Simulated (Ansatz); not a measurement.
Gas-phase electronic energies from Ansatz, PBE0-D4/def2-TZVP geometries. CCSD(T)/CBS is the MP2 limit (def2-TZVPP, def2-QZVPP) plus CCSD(T) − MP2 in def2-TZVPP, frozen cores. DFT in def2-TZVPP. B3LYP here is the variant with VWN-RPA as its local correlation; programs differ in this. Each species was taken in one conformer, which may not be the lowest.

Consider the redistribution: `[SiH3][SiH2]Cl` + `O[SiH](F)[SiH3]` → `F[SiH]([SiH3])[SiH2]Cl` + `O[SiH3]`.

```csv
level,ΔE (kcal/mol),difference from CCSD(T)/CBS
r2SCAN-D4,7.1,0.3
PBE0-D4,6.9,0.1
B3LYP-D4,6.4,-0.4
ωB97X-V,6.9,0.1
ωB97M-V,6.9,0.1
PBE,7.3,0.5
r2SCAN,7.3,0.5
PBE0,7.4,0.6
B3LYP,7.3,0.5
HF/def2-TZVPP,7.2,0.4
MP2/def2-TZVPP,6.7,-0.1
CCSD/def2-TZVPP,7.3,0.5
MP2/def2-QZVPP,6.5,-0.3
SCS-MP2/def2-QZVPP,6.4,-0.4
HF/CBS(def2),7.2,0.4
MP2/CBS(def2),6.3,-0.5
CCSD(T)/CBS,6.8,0
```

Largest T1 diagnostic among the species: 0.013.

The D4 term adds −0.8 kcal/mol with B3LYP and −0.5 kcal/mol with PBE0; it sums over pairs of atoms, weighted by their polarisabilities, and B3LYP, whose exchange is more repulsive, gets the larger term.
